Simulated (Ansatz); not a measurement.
`Sc1sc(-c2sc(-c3sc(S)c4c3OCCO4)c3c2OCCO3)c2c1OCCO2` was relaxed with PBE-D4 (def2-SVP) in Ansatz in these states: charge +1 doublet, charge -1 doublet, neutral singlet. The geometries follow in no particular order.

Single mean-field runs in def2-SVP are fitted with def2-universal-jkfit.

A:

```
atom    x (Å)    y (Å)    z (Å)
  S1  -1.6132   6.7560   0.8644
  C2  -1.2658   5.0576   0.8251
  S3  -0.7630   4.2210  -0.6597
  C4  -0.6550   2.6413   0.1486
  C5  -0.2392   1.4587  -0.5075
  S6  -0.0531  -0.1042   0.3314
  C7   0.5032  -0.9398  -1.1429
  C8   0.8193  -2.3185  -1.1750
  S9   1.2940  -3.1780  -2.6571
 C10   1.4259  -4.7429  -1.8260
 S11   1.8984  -6.1956  -2.6463
 C12   1.1285  -4.5743  -0.4667
 C13   0.7949  -3.2478  -0.1106
 O14   0.4574  -2.8808   1.1817
 C15   0.0883  -4.0094   1.9514
 C16   1.1153  -5.1293   1.7865
 O17   1.1561  -5.6027   0.4462
 C18   0.5298  -0.0101  -2.2051
 C19   0.1211   1.2890  -1.8620
 O20   0.0774   2.3255  -2.7737
 C21   0.8244   2.0243  -3.9417
 C22   0.5164   0.6100  -4.4357
 O23   0.9238  -0.3583  -3.4822
 C24  -1.0180   2.8096   1.5040
 C25  -1.3537   4.1318   1.8737
 O26  -1.7319   4.4713   3.1518
 C27  -2.0322   3.3279   3.9422
 C28  -0.9987   2.2207   3.7366
 O29  -1.0308   1.7542   2.4011
 H30  -2.9624   6.7878   0.5145
 H31   3.2886  -6.1469  -2.5525
 H32   0.0335  -3.6798   3.0094
 H33  -0.9172  -4.3881   1.6419
 H34   2.1183  -4.7455   2.0941
 H35   0.8594  -5.9994   2.4263
 H36   1.9197   2.1066  -3.7370
 H37   0.5484   2.7789  -4.7067
 H38  -0.5798   0.5258  -4.6343
 H39   1.0652   0.3913  -5.3748
 H40  -3.0427   2.9294   3.6814
 H41  -2.0480   3.6642   4.9998
 H42   0.0152   2.6159   3.9936
 H43  -1.2181   1.3525   4.3915
```

B:

```tsv
atom	x (Å)	y (Å)	z (Å)
S1	-0.3533	2.8057	-6.3704
C2	-0.4399	1.9899	-4.8209
S3	0.9743	1.8032	-3.7968
C4	0.0450	1.0420	-2.5129
C5	0.6295	0.6238	-1.2718
S6	-0.3233	-0.0742	0.0356
C7	1.0849	-0.2312	1.0828
C8	1.0083	-0.8007	2.3968
S9	2.4182	-1.0263	3.4228
C10	1.4680	-1.7542	4.7077
S11	2.2161	-2.3788	6.1652
C12	0.1252	-1.8167	4.3492
C13	-0.1298	-1.2760	3.0528
O14	-1.3803	-1.2382	2.4990
C15	-2.2834	-2.1248	3.1634
C16	-2.1673	-1.9767	4.6755
O17	-0.8599	-2.3303	5.1355
C18	2.2221	0.2432	0.4266
C19	1.9687	0.7166	-0.8886
O20	2.9493	1.2194	-1.6953
C21	4.1348	1.5457	-0.9633
C22	4.4975	0.4315	0.0117
O23	3.4671	0.2502	0.9879
C24	-1.2953	0.9497	-2.8957
C25	-1.5724	1.4853	-4.1896
O26	-2.8217	1.4871	-4.7297
C27	-3.7230	0.6275	-4.0262
C28	-3.5756	0.7827	-2.5176
O29	-2.2630	0.4037	-2.0973
H30	-0.1366	1.7082	-7.1650
H31	2.0990	-1.2585	6.9488
H32	-3.3018	-1.8590	2.8193
H33	-2.0676	-3.1775	2.8674
H34	-2.3994	-0.9259	4.9668
H35	-2.8772	-2.6521	5.1918
H36	3.9838	2.4998	-0.4076
H37	4.9389	1.6917	-1.7103
H38	4.6604	-0.5199	-0.5452
H39	5.4215	0.6814	0.5683
H40	-3.5351	-0.4334	-4.3126
H41	-4.7443	0.9063	-4.3517
H42	-3.7777	1.8386	-2.2231
H43	-4.2848	0.1212	-1.9830
```

C:

```xyz
43

S     5.6802   -0.6228   -3.9277
C     4.3594   -0.4756   -2.8069
S     2.7110   -0.2707   -3.3507
C     2.1147   -0.1996   -1.6822
C     0.7456   -0.0521   -1.3744
S     0.1360   -0.0104    0.2843
C    -1.5335    0.1523   -0.2739
C    -2.6271    0.2664    0.6104
S    -4.2947    0.4593    0.0393
C    -4.9005    0.5378    1.6770
S    -6.5955    0.7215    2.0172
C    -3.8708    0.4266    2.6181
C    -2.5986    0.2718    2.0216
O    -1.4592    0.1539    2.7383
C    -1.6386    0.5030    4.1272
C    -2.9372   -0.0750    4.6749
O    -4.0722    0.4451    3.9598
C    -1.5822    0.1697   -1.6866
C    -0.3210    0.0601   -2.2954
O    -0.1412    0.0429   -3.6362
C    -1.3723   -0.1881   -4.3499
C    -2.5053    0.6436   -3.7633
O    -2.7353    0.2991   -2.3824
C     3.1920   -0.3371   -0.7804
C     4.4477   -0.4946   -1.4104
O     5.6148   -0.6305   -0.7319
C     5.4807   -0.2276    0.6428
C     4.2114   -0.8044    1.2566
O     3.0374   -0.3335    0.5619
H     6.6180   -0.6609   -2.9346
H    -6.4122    0.6243    3.3677
H    -0.7655    0.0912    4.6673
H    -1.6345    1.6109    4.2231
H    -2.9303   -1.1851    4.5976
H    -3.0734    0.2098    5.7352
H    -1.6198   -1.2713   -4.3030
H    -1.1828    0.0929   -5.4028
H    -2.2681    1.7281   -3.8311
H    -3.4537    0.4482   -4.2979
H     5.4693    0.8836    0.7015
H     6.3755   -0.6056    1.1722
H     4.2306   -1.9155    1.2183
H     4.1012   -0.4817    2.3089
```

Q: Judge from the bond lengths which geometry belongs to which state (an estimate).

A: A is the charge -1 doublet (C13–O14 1.385 Å, C24–O29 1.385 Å, C2–S3 1.777 Å); B is the neutral singlet (C13–O14 1.368 Å, C24–O29 1.368 Å, C2–S3 1.756 Å); C is the charge +1 doublet (C13–O14 1.351 Å, C24–O29 1.351 Å, C2–S3 1.748 Å).

At PBE-D4/def2-SVP the highest occupied level of the relaxed charge -1 doublet lies above zero (up to 0.89 eV). By energy differences its removal costs 0.67 eV (each at its own geometry, to the charge 0 singlet, at PBE0-D4/def2-TZVP).
